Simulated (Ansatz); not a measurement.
Input for Ansatz (an electronic-structure program): R-CCSD(T)/cc-pVDZ on CH6GaN (SMILES C[NH][GaH2]), a point of a bond scan (R = 1.009 Å). The run froze 16 orbitals, filled d shells among them.

Ansatz 0.2 input:
```yaml
crystal:
  periodic: [false, false, false]
  atoms:
    - {symbol: Ga, position_ang: [-0.38552085, 0.59219483, 0.38547984]}
    - {symbol: H, position_ang: [-0.35620831, 1.04055650, 1.88089773]}
    - {symbol: H, position_ang: [-1.21326902, 1.21780911, -0.78284021]}
    - {symbol: N, position_ang: [0.66953217, -0.82999472, -0.05613421]}
    - {symbol: C, position_ang: [0.83297337, -1.44977301, -1.35901371]}
    - {symbol: H, position_ang: [1.22437397, -1.27022793, 0.66246087]}
    - {symbol: H, position_ang: [0.53149662, -2.50342095, -1.35711350]}
    - {symbol: H, position_ang: [1.86866607, -1.40063125, -1.71396656]}
    - {symbol: H, position_ang: [0.21152158, -0.93352423, -2.09229175]}
basis:
  gaussian:
    orbitals: cc-pVDZ
    pivot_positions_ang: [[-0.38552085, 0.59219483, 0.38547984], [-0.35620831, 1.04055650, 1.88089773], [-1.21326902, 1.21780911, -0.78284021], [0.66953217, -0.82999472, -0.05613421], [0.83297337, -1.44977301, -1.35901371], [1.22437397, -1.27022793, 0.66246087], [0.53149662, -2.50342095, -1.35711350], [1.86866607, -1.40063125, -1.71396656], [0.21152158, -0.93352423, -2.09229175]]
magnetization: {spin_polarized: false}
correlation: {method: ccsd_t, electrons: outside_noble_gas}
scf: {lower_state_search: off}
output: {orbitals: {seedname: ./end}}
```

The log:

```
WARN ansatz: RAYON_NUM_THREADS=1 ignored (pool sized by the plan → 1); use --threads N
Functional definition: HF
these checks for a lower state are left out or cut short: stability, starts, cluster_reference, orbital_swaps, neighbouring_geometries, increment
integrals: 0.08 GiB planned
973 factors; integrals over basis functions are off by at most 3.3e-4 eV
mean field: 0.24 GiB planned
mean field evaluation 1: about -54937.8313 eV, gradient 3.1e1 eV
mean field evaluation 2: about -54937.9215 eV, gradient 3.1e1 eV
mean field evaluation 4: about -54940.3518 eV, gradient 3.1e0 eV
mean field evaluation 8: about -54940.3865 eV, gradient 1.3e-1 eV
mean field -54940.38660003 eV, -2019.0219676195 hartree, gradient 4.7e-6 eV, S^2 0.000000; 0 other end points of the search recorded, 0 dependent functions left out
16 core orbitals not correlated
reference -54940.38660003 eV, -2019.0219676195 hartree; 9, 9 occupied and 60, 60 virtual orbitals, 973 factors
second order -10.61038358 eV of doubles, -0.00000000 eV of singles
coupled cluster: 0.20 GiB planned
cycle   1  -11.28180758 eV  change   -6.7e-1 eV  update   8.7e-2
cycle   2  -11.62942593 eV  change   -3.5e-1 eV  update   2.7e-2
cycle   3  -11.72217387 eV  change   -9.3e-2 eV  update   1.8e-2
cycle   4  -11.71793990 eV  change    4.2e-3 eV  update   6.7e-3
cycle   5  -11.71754379 eV  change    4.0e-4 eV  update   3.1e-3
cycle   6  -11.71729208 eV  change    2.5e-4 eV  update   8.8e-4
cycle   7  -11.71696013 eV  change    3.3e-4 eV  update   2.3e-4
cycle   8  -11.71697011 eV  change   -1.0e-5 eV  update   6.6e-5
cycle   9  -11.71697542 eV  change   -5.3e-6 eV  update   1.6e-5
perturbative correction -0.31406756 eV, -0.0115417701 hartree
Total energy: -54952.41764301 eV, -2019.4641002943 hartree
Checks for a lower state left out: stability, starts, cluster_reference, orbital_swaps, neighbouring_geometries, increment
```

Self-consistency was reached.

Cost: very roughly 4 core-seconds.
